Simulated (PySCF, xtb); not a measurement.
triflic acid (CHF3O3S), SMILES O=S(=O)(O)C(F)(F)F. Atoms are numbered in the order given.

```xyz
9

O      1.4679    -0.4601    -1.0924
S      0.8001     0.3126     0.1736
O      1.2661    -0.3053     1.4030
O      0.8610     1.7276    -0.1073
C     -0.9756    -0.2346    -0.0688
F     -1.7001     0.2141     0.9443
F     -1.4482     0.2443    -1.2072
F     -1.0165    -1.5648    -0.0927
H      1.7739    -1.3351    -0.7923
```

Geometry: B3LYP-D3(BJ)/def2-SVP. The values are those of a single conformer.

Method: PySCF with IEF-PCM-B3LYP/def2-SVP.

The values are the electrostatic part of the solvation free energy, E(continuum) − E(gas) at the gas-phase geometry, in a cavity of scaled van der Waals radii (PySCF's table); cavitation and dispersion terms are not included. In vacuum the orbital gap is 9.41 eV. The dipole moment in vacuum is 2.66 D.

Computed values in water (ε = 78.36), methanol (ε = 32.61), benzene (ε = 2.27):
```
solvent       ε  ΔG(elec) (kcal/mol)  dipole (D)  gap (eV)
--------  -----  -------------------  ----------  --------
water     78.36                 -7.7        3.32      9.83
methanol  32.61                 -7.5        3.30      9.82
benzene    2.27                 -3.4        2.95      9.63
```

For comparison, GFN2-xTB/ALPB(water) (xtb, at the GFN2-xTB geometry, all terms of that model) gives -11.2 kcal/mol.
